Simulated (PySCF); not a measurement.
OV (SMILES [O]=[V]), quartet (typed; the unrestricted solution is spin-contaminated), at a GFN2-xTB geometry (such geometries of metal compounds can be far from the true shape). Base run: HF/cc-pVDZ (PySCF).

PySCF was given this input:
```python
from pyscf import gto, scf, solvent

mol = gto.M(
    atom='''
V    -0.000000   -0.000000   -0.393109
O     0.000000    0.000000    1.130189
''',
    basis='cc-pvdz',
    charge=0,
    spin=3,
    verbose=3,
)

mf = scf.UHF(mol)
mf.kernel()
```

Each row names what was changed in the base input (with any setting that the change needs).

| change | ΔE vs base (kJ/mol) | dipole (D) |
|---|---|---|
| base | 0.00 | 2.77 |
| model = ddCOSMO; solvent = chloroform | -82.1 | 6.72 |
| model = IEF-PCM; solvent = chloroform; lebedev_order = 11 | -24.43 | 5.00 |
| model = SS(V)PE; solvent = chloroform | -24.73 | 5.05 |
| model = IEF-PCM; solvent = chloroform; lebedev_order = 41 | -24.82 | 5.06 |
| model = IEF-PCM; solvent = chloroform | -24.80 | 5.06 |
| model = IEF-PCM; solvent = 2-propanol | -36.5 | 6.18 |
| model = IEF-PCM; solvent = chloroform; vdw_scale = 1.1 | -36.3 | 5.72 |
| model = IEF-PCM; solvent = water | -40.2 | 6.49 |
| model = COSMO; solvent = chloroform | -23.86 | 4.98 |
| model = C-PCM; solvent = chloroform | -27.8 | 5.38 |
| model = IEF-PCM; solvent = dimethylsulfoxide | -39.3 | 6.42 |

The base is the gas phase, so ΔE is the electrostatic part of solvation at a fixed geometry, without cavity and dispersion terms.

Open shells are given as the SCF converged; they aren't shown to be the lowest states, and a large step between rows can be another state.
